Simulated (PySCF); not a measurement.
Be(F)(SeH) (BeFHSe), SMILES [Be]([SeH])[F].

The structure is a stationary point at r2SCAN-D4/def2-TZVP. One conformer was computed; it need not be the lowest.

Computed with PySCF with TDA-LC-ωPBE/def2-TZVPD.

Vertical excitations. Gas-phase values at a fixed geometry. State labels are in the subgroup Cs.

Problem. Give excitation energies, oscillator strengths and character. (Estimate from the structure and the level; the computed values follow.)

Solution. 
```tsv
state	symmetry	energy (eV)	λ (nm)	f	main pairs
S1	A"	5.66	219	0.007	HOMO→LUMO+4 29 %, HOMO→LUMO 26 %, HOMO→LUMO+1 24 %, HOMO→LUMO+7 15 %
S2	A"	6.14	202	0.082	HOMO→LUMO 57 %, HOMO→LUMO+1 16 %, HOMO→LUMO+7 10 %
S3	A"	6.82	182	0.009	HOMO→LUMO+8 44 %, HOMO→LUMO+5 18 %, HOMO→LUMO+1 17 %, HOMO→LUMO+7 8 %
S4	A'	7.17	173	0.076	HOMO→LUMO+3 35 %, HOMO→LUMO+9 28 %, HOMO→LUMO+6 16 %, HOMO−1→LUMO+7 6 %
S5	A'	7.59	163	0.021	HOMO−1→LUMO 53 %, HOMO−1→LUMO+4 16 %, HOMO−1→LUMO+1 11 %
S6	A"	7.91	157	0.004	HOMO→LUMO+2 62 %, HOMO→LUMO+5 19 %
S7	A"	8.03	154	0.010	HOMO→LUMO+4 43 %, HOMO→LUMO+1 19 %, HOMO→LUMO+2 17 %, HOMO→LUMO+5 12 %
S8	A'	8.28	150	0.056	HOMO→LUMO+6 59 %, HOMO→LUMO+3 26 %
S9	A'	8.37	148	0.226	HOMO−1→LUMO+1 28 %, HOMO−1→LUMO 24 %, HOMO→LUMO+3 16 %, HOMO−1→LUMO+8 7 %
S10	A"	8.55	145	0.007	HOMO→LUMO+10 24 %, HOMO−1→LUMO+3 22 %, HOMO−1→LUMO+9 21 %, HOMO−1→LUMO+6 8 %
T1	A"	5.15	241	0	HOMO→LUMO+4 29 %, HOMO→LUMO 25 %, HOMO→LUMO+1 18 %, HOMO→LUMO+7 18 %
T2	A"	5.77	215	0	HOMO→LUMO 53 %, HOMO→LUMO+7 14 %, HOMO→LUMO+1 12 %, HOMO→LUMO+10 10 %
T3	A'	6.19	200	0	HOMO→LUMO+9 42 %, HOMO→LUMO+3 35 %, HOMO→LUMO+6 13 %
T4	A"	6.50	191	0	HOMO→LUMO+8 47 %, HOMO→LUMO+1 25 %, HOMO→LUMO+5 16 %
```
Triplets are in the Tamm–Dancoff approximation.
